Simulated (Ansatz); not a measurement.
One change: `C[SiH](F)[SiH2]S` becomes `BP[SiH](C)F`.

Ansatz, PBE0-D4/def2-TZVP geometries, multiplicity 1. Each molecule was computed in one conformer, which needn't be the lowest.

| property | `C[SiH](F)[SiH2]S` |
| --- | --- |
| size of the dipole moment (PBE/def2-TZVPP) / D | 1.70 |
| size of the dipole moment (ωB97M-V/def2-TZVPP) / D | 1.77 |
| LUMO energy (PBE/def2-TZVPP) / eV | -1.36 |
| HOMO energy (PBE0/def2-TZVPP) / eV | -7.51 |
| size of the dipole moment (B3LYP/def2-TZVPP) / D | 1.79 |
| LUMO energy (PBE0/def2-TZVPP) / eV | -0.52 |

Problem. Give the same properties after the change, and the shifts. (Best estimate.)

Solution. Ansatz gave: 
```csv
property,`BP[SiH](C)F`,shift
size of the dipole moment (PBE/def2-TZVPP) / D,1.83,0.13
size of the dipole moment (ωB97M-V/def2-TZVPP) / D,1.85,0.08
LUMO energy (PBE/def2-TZVPP) / eV,-2.70,-1.34
HOMO energy (PBE0/def2-TZVPP) / eV,-7.54,-0.03
size of the dipole moment (B3LYP/def2-TZVPP) / D,1.85,0.06
LUMO energy (PBE0/def2-TZVPP) / eV,-1.80,-1.28
```

Dipoles are sizes alone; their direction can turn.

B3LYP here is the variant with VWN-RPA as its local correlation; programs differ in this.
